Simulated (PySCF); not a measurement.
C₃H₇BFN, SMILES C=C(C)B(N)F.

Geometry optimised at B3LYP-D3(BJ)/def2-SVP. The structure was generated by enumeration, and PubChem lists no compound with its InChIKey, so it may never have been made. One conformer was computed; it need not be the lowest.

These are TDA-PBE0/def2-SVPD run with PySCF 2.14.0 values and carry that method's errors.

Vertical excitations. The molecule is in vacuum. State labels are in the subgroup Cs.

```tsv
state	symmetry	energy (eV)	λ (nm)	f	main pairs
S1	A"	6.68	186	0.000	HOMO→LUMO+1 97 %
S2	A"	6.75	184	0.000	HOMO−2→LUMO 98 %
S3	A'	6.81	182	0.579	HOMO→LUMO 84 %
S4	A'	7.22	172	0.003	HOMO−1→LUMO 87 %
S5	A"	7.50	165	0.048	HOMO−1→LUMO+1 61 %, HOMO→LUMO+2 33 %
S6	A"	7.72	161	0.000	HOMO→LUMO+2 58 %, HOMO−1→LUMO+1 34 %
S7	A"	7.88	157	0.029	HOMO→LUMO+3 94 %
S8	A"	7.91	157	0.000	HOMO−3→LUMO 96 %
S9	A'	8.27	150	0.008	HOMO−2→LUMO+1 98 %
S10	A"	8.45	147	0.001	HOMO→LUMO+4 88 %
T1	A'	3.85	322	0	HOMO→LUMO 93 %
T2	A'	5.99	207	0	HOMO−1→LUMO 90 %
T3	A"	6.06	205	0	HOMO−2→LUMO 98 %
T4	A"	6.56	189	0	HOMO→LUMO+1 93 %
```
Triplets are in the Tamm–Dancoff approximation.
